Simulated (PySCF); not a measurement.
Compound: C7H11F (charge +1 and doublet state).
Geometry (GFN2-xTB, Å), atoms numbered from 1 in this order:
```xyz
19
C7H11F angstrom
C      2.516   -0.731    0.091
C      1.164   -0.173    0.061
C      0.095   -0.608    0.811
C     -1.113    0.187    0.569
C     -2.319   -0.679    0.083
F     -2.592   -1.624    1.010
C     -0.697    1.275   -0.424
C      0.756    0.965   -0.789
H      3.085   -0.250    0.895
H      3.058   -0.548   -0.833
H      2.505   -1.794    0.329
H      0.108   -1.444    1.491
H     -1.471    0.599    1.526
H     -2.063   -1.191   -0.850
H     -3.209   -0.054   -0.037
H     -1.343    1.291   -1.303
H     -0.779    2.263    0.034
H      0.866    0.703   -1.849
H      1.424    1.823   -0.656
```

The hyperfine couplings belong to this conformer and change with its torsions.

The species is `C[C+]1[CH][C@H](CF)CC1` [radical] (charge +1).

Computed, not measured: UKS B3LYP, pcH-1 on C F H, non-relativistic, mean-field spin-orbit, GIAO (PySCF). The structure is a single GFN2-xTB conformer in the gas phase; no vibrational or solvent corrections. A GFN2-xTB geometry isn't a minimum of the functional, and hyperfine couplings can be far from their values at a DFT geometry, by a factor of two or more for some ions and for spin on atoms past the first row. Stability of the SCF solution: not tested.

Q: Where do the isotropic ENDOR lines of F6, H13, H18, H19, H9/H10/H11, H17, H16, H15 and H14 fall at 346.2 mT, to first order?

A: ν± = |νn ± a/2|, one line for each electron-spin manifold; νn = |g_N| × 7.62259 MHz/T × B.

```json
{"nuclei": "F6", "isotope": "19F", "g_N": "5.2577", "νn (MHz)": "13.87", "a_iso (MHz)": "13.11", "lower line (MHz)": "7.32", "upper line (MHz)": "20.43"}
{"nuclei": "H13", "isotope": "1H", "g_N": "5.5857", "νn (MHz)": "14.74", "a_iso (MHz)": "149.50", "lower line (MHz)": "60.01", "upper line (MHz)": "89.49"}
{"nuclei": "H18", "isotope": "1H", "g_N": "5.5857", "νn (MHz)": "14.74", "a_iso (MHz)": "114.81", "lower line (MHz)": "42.67", "upper line (MHz)": "72.15"}
{"nuclei": "H19", "isotope": "1H", "g_N": "5.5857", "νn (MHz)": "14.74", "a_iso (MHz)": "108.69", "lower line (MHz)": "39.60", "upper line (MHz)": "69.08"}
{"nuclei": "H9/H10/H11", "isotope": "1H", "g_N": "5.5857", "νn (MHz)": "14.74", "a_iso (MHz)": "50.41", "lower line (MHz)": "10.47", "upper line (MHz)": "39.95"}
{"nuclei": "H17", "isotope": "1H", "g_N": "5.5857", "νn (MHz)": "14.74", "a_iso (MHz)": "24.61", "lower line (MHz)": "2.43", "upper line (MHz)": "27.05"}
{"nuclei": "H16", "isotope": "1H", "g_N": "5.5857", "νn (MHz)": "14.74", "a_iso (MHz)": "11.27", "lower line (MHz)": "9.10", "upper line (MHz)": "20.38"}
{"nuclei": "H15", "isotope": "1H", "g_N": "5.5857", "νn (MHz)": "14.74", "a_iso (MHz)": "9.34", "lower line (MHz)": "10.07", "upper line (MHz)": "19.41"}
{"nuclei": "H14", "isotope": "1H", "g_N": "5.5857", "νn (MHz)": "14.74", "a_iso (MHz)": "6.60", "lower line (MHz)": "11.44", "upper line (MHz)": "18.04"}
```

Q: Which pairs are centred on the nuclear Larmor frequency, and which on half the coupling?

A: Centred on νn, since |a| < 2νn: F6, H17, H16, H15 and H14. Centred on |a|/2 and split by 2νn: H13, H18, H19 and H9/H10/H11.

Q: At what field would the lower line of F6 fall to zero frequency?

A: Where νn = |a|/2, that is B = 6.56 MHz/(5.2577 × 7.62259 MHz/T) = 164 mT, as far as first order holds there.

Couplings of abundant isotopes left out: H12 (-30.1 MHz).

Means are taken over nuclei equivalent by connectivity, which assumes that they swap fast. The three 1H nuclei of mean +50.4 MHz run from 17.7 to 103.5 MHz in the frozen geometry.
